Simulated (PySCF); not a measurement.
H2Si2, SMILES [Si]=[SiH2] (connectivity only; charge and spin as stated), neutral, multiplicity 1.

The structure is a stationary point at r2SCAN-D4/def2-TZVP. The isomer is the one that the SMILES or the coordinates give; other isomers of the formula were not compared.

Level of theory: SMD-ωB97X/def2-SVP (PySCF).

Solvation free energies are E(SMD) − E(gas) at the gas-phase geometry, for 1 M in both phases. In vacuum the dipole moment is 0.43 D.

### Question
Rank water, diethylether, n-hexane by solvation free energy, most negative first.

### Answer
diethylether (-2.6 kcal/mol), n-hexane (-1.9 kcal/mol), water (-0.8 kcal/mol)
